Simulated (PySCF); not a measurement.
# Radial density of Pb²⁺ (lead, charge +2)

M06, [Xe] 4f14 5d10 6s1 6p1, 6s spin antiparallel (an excited configuration). Computed with PySCF 2.14 in cc-pV5Z-PP with ECP60MDF, with scalar relativity through the core potential. This is the valence pseudo-density: the core potential removes the inner electrons and smooths the orbitals near the nucleus.

| r (bohr) | 4πr²ρ (e/bohr) | 4πr²(ρα − ρβ) |
| --- | --- | --- |
| 0.0137 | 1.216e-05 | 0.0000 |
| 0.0231 | 2.344e-05 | 0.0000 |
| 0.0388 | 3.902e-05 | 0.0000 |
| 0.0653 | 7.345e-05 | 0.0000 |
| 0.110 | 0.0003372 | 0.0000 |
| 0.185 | 0.004171 | 0.0000 |
| 0.311 | 0.1210 | -0.0018 |
| 0.523 | 4.322 | -0.0601 |
| 0.879 | 20.68 | 0.0329 |
| 1.48 | 9.113 | -0.3085 |
| 2.49 | 1.604 | 0.0237 |
| 4.18 | 0.1415 | 0.0930 |
| 7.04 | 0.001474 | 0.0013 |

Energies and moments cover only the electrons outside the core potential. Spin-orbit coupling, absent here, splits the open shell strongly. With the s spin flipped the determinant is a mixture of two multiplicities, not a spectroscopic state.
